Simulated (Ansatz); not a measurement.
## Ansatz (development build ahead of 0.2.0) run

```yaml
crystal:
  periodic: [false, false, false]
  atoms:
    - { symbol: H, position_ang: [-1.14929, -1.14537, -0.76898] }
    - { symbol: H, position_ang: [-1.14589, -1.14577, -1.52258] }
    - { symbol: H, position_ang: [-1.1419, -1.14047, 1.51269] }
    - { symbol: H, position_ang: [-1.15847, -1.15804, 0.77002] }
    - { symbol: H, position_ang: [-1.15363, 1.15772, -0.76859] }
    - { symbol: H, position_ang: [-1.15398, 1.14966, -1.51318] }
    - { symbol: H, position_ang: [-1.15022, 1.15767, 1.52501] }
    - { symbol: H, position_ang: [-1.14977, 1.15611, 0.78553] }
    - { symbol: H, position_ang: [1.15394, -1.14893, -0.78799] }
    - { symbol: H, position_ang: [1.15831, -1.14732, -1.52152] }
    - { symbol: H, position_ang: [1.15408, -1.14017, 1.53019] }
    - { symbol: H, position_ang: [1.14098, -1.14246, 0.77819] }
    - { symbol: H, position_ang: [1.15496, 1.14257, -0.77257] }
    - { symbol: H, position_ang: [1.15843, 1.15417, -1.52606] }
    - { symbol: H, position_ang: [1.14212, 1.15184, 1.52664] }
    - { symbol: H, position_ang: [1.14729, 1.14345, 0.77436] }
basis:
  gaussian: { orbitals: cc-pVDZ }
hamiltonian:
  xc: hf
```

The input is written out in the form of the current development build from the run's settings.

The run gave:

| Quantity | Value |
| --- | --- |
| Converged | yes |
| Total energy | -8.95661 hartree |
| Spin squared of the determinant | 0.000 |
